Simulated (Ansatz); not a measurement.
Calculated with Ansatz (gas phase, PBE0-D4/def2-TZVP geometries, no zero-point term in ΔE). CBS: MP2 limit from def2 TZ/QZ plus the TZ coupled-cluster correction, frozen cores. This one scheme is used for every species. Functionals use def2-TZVPP. Each species was taken in one conformer, which may not be the lowest.

Consider the ligand exchange at the Si–Cl bond: `Cl[SiH2]Cl` + `C[SiH2]O` → `C[SiH2]O[SiH2]Cl` + HCl.

`Cl[SiH2]Cl`:

Z-matrix (Å, degrees):
```
Si
Cl 1 2.040
Cl 1 2.040 2 110.1
H 1 1.476 2 108.5 3 -118.6
H 1 1.476 2 108.5 3 118.6
```

`C[SiH2]O`:

Cartesian coordinates in Å:
```
C -0.096 0.423 -1.090
Si 0.388 -0.431 0.494
O -0.321 0.247 1.823
H 0.430 -0.026 -1.938
H 0.160 1.485 -1.055
H -1.169 0.336 -1.280
H 1.847 -0.304 0.731
H 0.029 -1.876 0.392
H -1.268 0.146 1.923
```

`C[SiH2]O[SiH2]Cl`:

Cartesian coordinates in Å:
```
C 0.231 -0.772 -1.747
Si 0.496 -1.082 0.064
O -0.481 -0.105 0.967
Si -0.688 1.390 1.543
Cl -0.322 2.779 0.069
H 0.479 0.260 -2.005
H 0.864 -1.437 -2.341
H -0.810 -0.954 -2.025
H 1.912 -0.820 0.440
H 0.148 -2.479 0.428
H -2.093 1.550 1.968
H 0.264 1.671 2.639
```

HCl:

```xyz
2

Cl   -0.081   -0.265   -0.576
H     0.081    0.265    0.576
```

Q: Is it downhill or uphill in electronic energy at CCSD(T)/CBS, and by how much? (Best estimate.)

A: Ansatz gave: Downhill: ΔE = -6.9 kcal/mol.

Q: What do these levels give: r2SCANh, r2SCAN0, RPA@PBE/def2-TZVPP, CCSD(T)/def2-SVP, MP2/def2-QZVPP, CCSD/CBS(def2)? (Estimate.)

A: The calculation gave: r2SCANh -5.6, r2SCAN0 -5.7, RPA@PBE/def2-TZVPP -8.2, CCSD(T)/def2-SVP -7.8, MP2/def2-QZVPP -6.6, CCSD/CBS(def2) -7.2 kcal/mol.

Largest T1 diagnostic among the species: 0.010.

The D4 term adds −1.9 kcal/mol with B3LYP and −1.2 kcal/mol with PBE0; it sums over pairs of atoms, weighted by their polarisabilities, and B3LYP, whose exchange is more repulsive, gets the larger term. At CCSD(T), def2-SVP lies −0.8 kcal/mol from the extrapolated value and def2-TZVPP −0.8 kcal/mol.

B3LYP here is the variant with VWN-RPA as its local correlation; programs differ in this.
